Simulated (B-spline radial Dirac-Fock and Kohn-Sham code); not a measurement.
How the settings move the core levels of Mo

ΔSCF core binding energies without Breit or QED terms, calculated with a radial finite-basis atomic code. Keys: rel is the Hamiltonian (dirac, or spin-free x2c and nr, where L3 and M5 stand for the whole 2p and 3d shells), method is hf or an exchange,correlation pair (spin-unpolarised, also for the hole states), nuc the nuclear model, radius_factor scales its radius, rmax is the box in bohr, h the logarithmic mesh step, order the B-spline order, points the quadrature points per cell, c_factor scales the speed of light, and damp, ndamp, maxit and tol steer the iteration. The run stops when the commutator error falls below 10·tol·max(1, Z/10), or the numerical noise floor, and the energy has settled to about 1e-8 Ha; the virial ratio is −V/T.

Base input:

```json
{"items": [{"Z": 42, "q": 0, "cfg": [[1, 0, 2], [2, 0, 2], [2, 1, 6], [3, 0, 2], [3, 1, 6], [3, 2, 10], [4, 0, 2], [4, 1, 6], [4, 2, 5], [5, 0, 1]], "A": 98, "rrms": 4.4091, "do": "settings", "holes": ["K", "L3", "M5"],
  "settings": [{"rel": "dirac", "method": "hf", "nuc": "fermi", "radius_factor": 1.0, "rmax": 45.0, "h": 0.3, "order": 8, "points": 10, "c_factor": 1.0, "maxit": 60, "damp": 0.5, "ndamp": 3, "tol": 1e-08}]}]}
```

The ground state converged in 11 iterations, with total energy -4047.14178 Ha, virial ratio 1.96418 and highest orbital energy -5.77 eV. ΔSCF binding energies: K (1s) 20061.3 eV, L3 (2p3/2) 2532.6 eV, M5 (3d5/2) 234.7 eV.

Changes from the base run:

```
                            changed setting  Δ total energy (Ha)  Δ K (eV)  Δ L3 (eV)  Δ M5 (eV)  iterations
   rel = "x2c"; method = "wc,pbe"; h = 0.18             -0.06680     +4.23     +21.50      +1.25          13
                                rmax = 30.0              0.00000      0.00       0.00       0.00          11
        h = 0.18; order = 7; c_factor = 1.5            +40.71067   -280.24      +2.66      +2.85          11
                            c_factor = 10.0            +71.11844   -489.18      +4.47      +5.04          11
                          method = "wc,pbe"             -1.37717    +18.62     -12.25      -0.13          11
                             nuc = "sphere"             +0.00006      0.00       0.00       0.00          11
rel = "x2c"; method = "pbesol"; rmax = 25.0             +1.51857     -5.51     +20.37      +1.19          13
                          method = "pbesol"             +0.17928     +9.29     -13.33      -0.19          11
                                   h = 0.12             -0.00001      0.00       0.00       0.00          11
                              nuc = "gauss"             -0.00013      0.00       0.00       0.00          11
                             c_factor = 1.5                    ?         ?          ?          ?           ?
                        radius_factor = 0.5             -0.04180     +0.49       0.00       0.00          11
                                rmax = 25.0              0.00000      0.00       0.00       0.00          11
  rel = "x2c"; nuc = "sphere"; tol = 0.0001             +1.08567    -14.16     +33.81      +1.34           9
```

Question: What does the change c_factor = 1.5 do?

Answer: The total energy moves by +40.71067 Ha and the binding energies by K -280.24 eV, L3 +2.66 eV, M5 +2.85 eV; the run takes 11 iterations.
